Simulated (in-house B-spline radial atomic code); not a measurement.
Configurations of S, with energies counted from [Ne] 3s2 3p4. Computed with a radial B-spline atomic code at the basis-set limit: non-relativistic M06-2X, spin-polarised, spherical fractional occupations, point nucleus. Shells without spins written out take the highest spin.

Caution: exact exchange at fractional occupations of open shells leaves self-interaction of up to several eV.

Occupations are held fixed; configurations that lie above the ionisation limit could autoionise.

```
                                          configuration  E - E(ref) (eV)  highest orbital  its <r> (bohr)
                              [Ne] 3s2 3p(2 up, 2 down)           2.6183            3p up           2.103
[Ne] 3s(0 up, 1 down) 3p(3 up, 1 down) 4s(1 up, 0 down)           20.479            4s up           5.587
         [He] 2s2 2p(2 up, 3 down) 3s2 3p(2 up, 3 down)           168.45            3p up           1.954
```

(1) Order these further configurations by energy, lowest first.
A. [He] 2s2 2p5 3s2 3p4 4s1
B. [He] 2s2 2p5 3s2 3p4 4p1
C. [Ne] 3s1 3p4 4s1
D. [Ne] 3s1 3p5

Results:

(1) D (10.507 eV), C (16.962 eV), A (177.31 eV), B (178.91 eV).
